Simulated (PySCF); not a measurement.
C3H8O3Si.
Numbering: `[CH3:1][C:2](=[O:3])[O:4][CH2:5][O:6][SiH3:7]` (hydrogens: H8, H9, H10 on C1; H11, H12 on C5; H13, H14, H15 on Si7)

All values: CAM-B3LYP/def2-SVPD (PySCF, non-relativistic), on one gas-phase PBE0-D3(BJ)/def2-SVP geometry that isn't relaxed in the solvent. The solvent is an IEF-PCM continuum (cavity from Bondi-type radii × 1.2), and excitations are vertical TDDFT with non-equilibrium linear response and a frozen core. The model holds no explicit solvent molecules, cavitation or dispersion.

Gas-phase singlets (H = HOMO, L = LUMO):

| state | E (eV) | λ (nm) | f | leading configurations |
| --- | --- | --- | --- | --- |
| S1 | 5.936 | 209 | 0.001 | H→L 67%, H-1→L 15% |
| S2 | 7.584 | 163 | 0.005 | H-1→L 41%, H-1→L+2 14% |
| S3 | 7.907 | 157 | 0.016 | H-2→L 55%, H→L+1 9% |
| S4 | 7.964 | 156 | 0.014 | H→L+1 43%, H-1→L 15% |
| S5 | 8.082 | 153 | 0.037 | H→L+1 25%, H-1→L+1 18% |

Task: What are the lowest 5 singlets in dichloromethane (ε = 8.93)?

Result: 
| state | E (eV) | λ (nm) | f | leading configurations | change by rank (eV) |
| --- | --- | --- | --- | --- | --- |
| S1 | 6.040 | 205 | 0.001 | H→L 65%, H-1→L 11% | +0.104 |
| S2 | 7.616 | 163 | 0.007 | H-1→L 46%, H→L 12% | +0.032 |
| S3 | 7.921 | 157 | 0.023 | H-2→L 64% | +0.014 |
| S4 | 8.038 | 154 | 0.021 | H→L+1 34%, H-1→L 20% | +0.074 |
| S5 | 8.158 | 152 | 0.059 | H→L+1 35%, H-1→L+1 17% | +0.076 |

Task: What are the lowest 5 singlets in methanol (ε = 32.61)?

Result: 
```csv
state,E (eV),λ (nm),f,leading configurations,change by rank (eV)
S1,6.057,205,0.001,"H→L 64%, H→L+2 11%",+0.121
S2,7.625,163,0.006,"H-1→L 47%, H→L 12%",+0.041
S3,7.927,156,0.021,H-2→L 65%,+0.020
S4,8.050,154,0.020,"H→L+1 33%, H-1→L 20%",+0.086
S5,8.173,152,0.057,"H→L+1 35%, H-1→L+1 17%",+0.091
```

Task: The ground-state energy changes by -0.221 eV from gas to methanol. By how much does the total energy of gas-phase S1 change?

Result: E(S1) = E(S0) + excitation energy, so it changes by -0.221 + 0.121 = -0.100 eV: it is lowered less than the ground state, which is what a blue shift means. This is the vertical state, with the slow part of the continuum still set for S0.

Task: How do the frontier levels move from gas to methanol?

Result: 
```tsv
orbital	gas (eV)	solvent (eV)	change (eV)	Löwdin shares, gas	Löwdin shares, solvent
LUMO+2	1.49	1.45	-0.04	Si7 40 %, H13 12 %, H14 12 %, H15 11 %	Si7 37 %, H13 11 %, H14 11 %, H15 10 %
LUMO+1	1.12	1.21	+0.09	Si7 15 %, C1 15 %, C2 12 %, C5 10 %	Si7 25 %, C2 12 %, C1 9 %, C5 8 %
LUMO	0.93	0.98	+0.05	C2 31 %, O3 23 %, O4 10 %, C1 8 %	C2 29 %, O3 21 %, O4 10 %, Si7 10 %
HOMO	-9.80	-9.85	-0.05	O3 46 %, O6 17 %, O4 8 %, C1 7 %	O3 47 %, O6 15 %, O4 8 %, C1 8 %
HOMO-1	-10.01	-10.10	-0.09	Si7 21 %, O6 18 %, O3 17 %, H14 14 %	Si7 21 %, O6 19 %, O3 15 %, H14 13 %
HOMO-2	-10.32	-10.36	-0.04	O6 41 %, Si7 14 %, H15 13 %, C5 10 %	O6 41 %, Si7 12 %, C5 12 %, H15 11 %
HOMO-3	-11.06	-11.10	-0.04	O4 33 %, O3 28 %, C2 8 %, Si7 8 %	O4 32 %, O3 26 %, Si7 9 %, C2 7 %
```

The HOMO–LUMO gap goes from 10.73 to 10.82 eV.

Conformer computed: `[CH3:1][C:2](=[O:3])[O:4][CH2:5][O:6][SiH3:7]`: C1–C2–O4–C5 -176°, C2–O4–C5–O6 -73°, O4–C5–O6–Si7 94°.
